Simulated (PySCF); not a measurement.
# Structure from NMR data

An unknown has the formula C₆H₉NOSi. Its calculated NMR data are:

¹H NMR (400 MHz, computed): δ 9.05 (d, 1H), 8.01 (m, 1H), 7.90 (m, 1H), 7.34 (m, 1H), 5.19 (s, 2H), 4.02 (s, 3H).

¹³C{¹H} NMR (computed): δ 168.2 (C), 155.1 (CH), 139.9 (CH), 136.5 (CH), 128.0 (CH), 54.2 (CH3).

One computed conformer, non-relativistic Hamiltonian, one averaged value for each set of equivalent atoms, in vacuum. Structure optimised with GFN2-xTB; σ from GIAO-PBE0/pcSseg-1; PySCF.

Chemical shifts δ = σref − σ; ¹H and ¹³C vs TMS, all at this level.

Question: Which of these isomers gave the spectra?
A. C=C1CO[C@@H](C#N)C[SiH2]1
B. N#C[C@@H]1C[SiH2][C@]12C[C@H]2O
C. CC(=O)/C(=C/C#N)C[SiH3]
D. [SiH3]C/C=N/c1ccco1
E. CO[SiH2]c1ccccn1
F. C=C(C#N)C[SiH2]C(C)=O

Answer: E. 

The formula gives 4 degrees of unsaturation (1 ring in the answer). 6 carbon signals for 6 carbons: no two carbons are equivalent. Carbon types of the structure: 1 × C, 4 × CH, 1 × CH3, leaving 2 H on heteroatoms. δC 168.2: substituted aromatic carbon next to a ring nitrogen. δC 155.1: aromatic CH next to a ring nitrogen; the adjacent pyridine-type nitrogen withdraws density from it. δC 139.9, 136.5, 128.0: aromatic CH; the aromatic region. δH 9.05: hydrogen on an aromatic CH next to a ring nitrogen; ring current plus the neighbouring ring nitrogen. δH 4.02: hydrogen on a methyl carbon bonded to O; its carbon carries O, hence the downfield position.

The others: C=C1CO[C@@H](C#N)C[SiH2]1 would give 9 signals for carbon-bound and other non-exchanging H, not 6; CC(=O)/C(=C/C#N)C[SiH3] would give 4 signals for carbon-bound and other non-exchanging H, not 6; N#C[C@@H]1C[SiH2][C@]12C[C@H]2O would give 8 signals for carbon-bound and other non-exchanging H, not 6; [SiH3]C/C=N/c1ccco1 has carbons computed at 162.2, 158.4, 143.3, 119.0, 115.5, 25.7, with a different DEPT pattern; C=C(C#N)C[SiH2]C(C)=O would give 5 signals for carbon-bound and other non-exchanging H, not 6.

Shifts are as computed. Against solution values, carbons near 30 ppm lie about +3 ppm off and those near 130 ppm about +5 ppm. Of 1309 compounds with measured shifts, 239 miss one by over three times the rms of a fit or turn the order of signals round; such compounds aren't used in these exercises. No couplings were computed; multiplicities are counted from neighbouring protons, with m where these are inequivalent, close in shift, in a saturated or five-membered ring or joined by F or P, and br s for small geminal =CH2 splittings.
